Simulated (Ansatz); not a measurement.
Ideal-gas functions of `FC(F)OC(F)(F)F` at 600 K and 1 bar, from an Ansatz frequency run at PBE0-D4/def2-TZVP.

Molar mass 136.02 g/mol, point group C1 (symmetry number 1), electronic degeneracy 1, moments of inertia 135.095, 362.577, 402.099 u Å². Harmonic wavenumbers (cm⁻¹, unscaled): 31, 68, 192, 361, 378, 468, 523, 597, 628, 661, 734, 933, 1133, 1154, 1187, 1217, 1267, 1331, 1388, 1437, 3122.

Use S(trans) = R[1.5 ln M + 2.5 ln T − 1.1517]; rotational temperatures θ = 24.2544 K / I; S(rot) = R[ln(√π/σ · √(T³/θAθBθC)) + 1.5]; for each mode x = 1.438777 ν̃/T, S = R[x/(eˣ − 1) − ln(1 − e⁻ˣ)] and H = RT x/(eˣ − 1); 1 cm⁻¹ = 0.0119627 kJ/mol; R = 8.31446 J/(mol·K).

Task: By hand: the entropy, in J/(mol·K).

Result: Translation 184.7. Rotation: θ = 0.1795, 0.0669, 0.0603 K, giving 127.1. Vibration, mode by mode: 29.93, 23.40, 14.84, 9.77, 9.41, 7.78, 6.96, 6.01, 5.65, 5.30, 4.61, 3.16, 2.17, 2.08, 1.96, 1.85, 1.68, 1.49, 1.33, 1.21, 0.04, in all 140.6. Electronic 0.0. Sum 452.4 J/(mol·K).

Task: By hand: H − E and G − E in kJ/mol, counted from the electronic energy.

Result: Zero-point energy ½ × 18810 × 0.0119627 = 112.5; thermal vibration 40.5; translation, rotation and pV give 4 RT = 20.0. H − E = 173.0 kJ/mol, and G − E = 173.0 − 600 × 452.4/1000 = -98.4 kJ/mol.

Vibration gives 31 % of the entropy, 53.3 J/(mol·K) of it from the modes under 150 cm⁻¹: soft modes count most, and the harmonic formula is weakest for them. The sum counts one conformer and one mirror image; others add a mixing term.
